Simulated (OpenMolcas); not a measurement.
An OpenMolcas run meant for Ta III (ANO-RCC-VQZP, DKH2; inactive shells 1s 2s 2p 3s 3p 3d 4s 4p 4d 4f 5s 5p; intended active space 3 electrons in 5 orbitals (5d)). One step of its input:

```
&RASSCF
FileOrb=start.orb
Symmetry=1
Spin=5
nActEl=3 0 0
Inactive=15 19
Ras2=5 0
CIRoot=10 10 1
SDav=10
CIMx=300
Iter=94 100
PrWF=0.3
OrbListing=Nothing
MaxOrb=0
Atom
>>> COPY $Project.JobIph JOB001
```

Lines from the output:

```
--- SEWARD ---
Basis set label: TA.ANO-RCC...9S8P6D4F3G2H.

      Electronic valence basis set:
      ------------------
      Associated Effective Charge  73.000000 au
      Associated Actual Charge     73.000000 au
      Nuclear Model: Point charge

      Shell  nPrim  nBasis  Cartesian Spherical Contaminant
         s      24       9        X
         p      21       8        X
         d      15       6                 X
         f      11       4                 X
         g       4       3                 X
         h       2       2                 X
                  Relativistic Douglas-Kroll-Hess integrals:
                    - DKH order of Hamiltonian: 2
                    - DKH order of Properties : 0
                  Atomic mean-field integrals
--- RASSCF ---

 Nr of active orbitals     NAC=   5
 Spin degeneracy         ISPIN=   5
 There can be no such wave function.
 ************************************************
--- Stop Module: rasscf at  /rc=_RC_INPUT_ERROR_ ---
.####################.
.# User input error #.
.####################.
```

Question: What is wrong with the input?

Answer: The spin multiplicity does not fit the number of active electrons: an even count needs an odd multiplicity and the reverse.
